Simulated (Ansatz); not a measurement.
Al13P13H34, a nanocrystal cut from zinc blende AlP (hydrogen-capped), relaxed as a singlet with RKS r2SCAN-D4/def2-SVP in Ansatz, starting from the GFN2-xTB geometry. Force threshold 0.03 eV/Å.

Single mean-field runs in def2-SVP are fitted with def2-universal-jkfit.

Start:

```xyz
60

Al   -2.053   -2.306    3.980
Al    1.430    0.658    4.015
Al   -4.462   -2.281    0.004
Al   -3.690    0.578   -2.710
Al    0.705    3.272    2.562
Al   -1.572    3.425   -1.193
Al   -1.743    0.108    1.090
Al    1.623   -1.983    1.278
Al   -0.690   -1.471   -2.232
Al    1.594    1.204   -0.700
Al    4.403    1.364    1.998
Al    0.423    1.333   -4.321
Al    3.530   -1.918   -3.277
P    -3.093   -1.680    1.898
P    -0.570    1.256    2.803
P     0.082   -2.811    2.933
P     2.947   -0.471    2.511
P    -2.776    1.428   -0.624
P    -2.574   -2.743   -1.484
P    -1.555    0.121   -3.761
P    -0.679    4.349    0.845
P     2.460    2.511    1.094
P     0.410    2.584   -2.256
P     0.202   -0.680   -0.163
P     1.214   -2.639   -3.095
P     3.373   -0.055   -1.737
H    -2.545   -3.667    4.551
H    -1.977   -1.033    4.878
H     1.992    2.184    4.194
H     1.184   -0.284    5.228
H    -5.096   -3.708    0.118
H    -5.334   -1.006   -0.259
H    -4.404    1.775   -3.386
H    -4.352   -0.856   -2.659
H     0.746    4.385    3.613
H    -2.403    4.477   -1.948
H     2.339   -3.097    0.469
H     4.919    2.028    3.302
H     5.377    1.091    0.807
H     0.342    2.256   -5.554
H     1.607    0.245   -4.183
H     3.857   -1.470   -4.718
H     4.331   -3.035   -2.551
H    -4.041   -0.809    2.451
H    -1.455    1.545    3.837
H     0.844   -3.581    3.801
H    -0.398   -3.922    2.230
H     3.568   -1.338    3.417
H    -3.911    1.955    0.000
H    -3.070   -3.444   -2.578
H    -1.967   -3.872   -0.922
H    -1.835   -0.756   -4.815
H    -1.757    4.915    1.511
H    -0.133    5.566    0.463
H     2.824    3.663    0.372
H     1.279    3.676   -2.362
H     1.306   -3.674   -2.168
H     0.897   -3.476   -4.157
H     3.843   -0.663   -0.562
H     4.479    0.775   -1.877
```

(1) Estimate the energy that the relaxation releases and the steps that it takes.

(2) Does the start keep its bonding?

(3) Predict the relaxed structure.

Answers

(1) 1.21 eV, in 23 steps; 1.9 min on 4 threads of AMD EPYC 7R13 on a shared host and a share (37 GiB) of an NVIDIA H100 80GB HBM3. The force fell under the threshold at step 21, but the optimiser went on. No frequencies were taken in this run, so the end may be a saddle point.

(2) By distances, no bond broke or formed. The bond that changes most is Al7–P24, from 2.44 to 2.37 Å (atoms count from 1).

(3) 
```xyz
60

Al   -2.051   -2.342    3.725
Al    1.004    0.808    4.447
Al   -3.960   -3.014    0.437
Al   -3.656    0.630   -2.419
Al    0.771    3.471    2.384
Al   -1.396    3.718   -1.358
Al   -1.666    0.504    1.079
Al    1.426   -1.983    1.299
Al   -0.629   -1.519   -2.006
Al    1.641    1.269   -0.759
Al    4.070    0.857    2.284
Al    0.244    1.357   -4.362
Al    3.542   -1.867   -3.191
P    -3.079   -1.238    1.832
P    -0.697    1.663    2.907
P    -0.243   -3.345    2.394
P     2.330   -0.651    3.034
P    -2.705    1.888   -0.559
P    -2.328   -3.118   -1.427
P    -1.576    0.003   -3.520
P    -0.430    4.704    0.620
P     2.513    2.381    1.141
P     0.515    2.649   -2.322
P     0.177   -0.461   -0.066
P     1.230   -2.687   -2.988
P     3.469    0.250   -1.965
H    -2.989   -3.499    4.284
H    -1.295   -1.308    4.668
H     1.889    2.160    4.430
H     0.507    0.197    5.822
H    -3.621   -4.382    1.190
H    -5.389   -2.691   -0.168
H    -4.551    1.594   -3.311
H    -4.204   -0.760   -1.838
H     1.116    4.580    3.458
H    -2.156    4.762   -2.278
H     2.430   -2.833    0.396
H     4.768    1.585    3.513
H     4.952    0.205    1.115
H    -0.160    2.261   -5.604
H     1.520    0.377   -4.412
H     3.795   -1.557   -4.727
H     4.413   -2.867   -2.315
H    -4.221   -0.561    2.347
H    -1.745    2.228    3.686
H     0.491   -4.253    3.205
H    -0.774   -4.286    1.468
H     2.976   -1.572    3.907
H    -3.822    2.497    0.083
H    -3.016   -3.354   -2.646
H    -1.653   -4.367   -1.330
H    -1.964   -0.876   -4.574
H    -1.454    5.451    1.267
H     0.365    5.803    0.189
H     3.278    3.436    0.563
H     1.448    3.692   -2.588
H     1.282   -3.950   -2.338
H     0.784   -3.122   -4.266
H     4.525    0.213   -1.012
H     3.959    1.266   -2.827
```
Bond lengths (bridged metal pairs left out): 35 × Al–P 2.35 to 2.48 Å; 17 × Al–H 1.58 to 1.62 Å; 17 × H–P 1.42 to 1.43 Å.
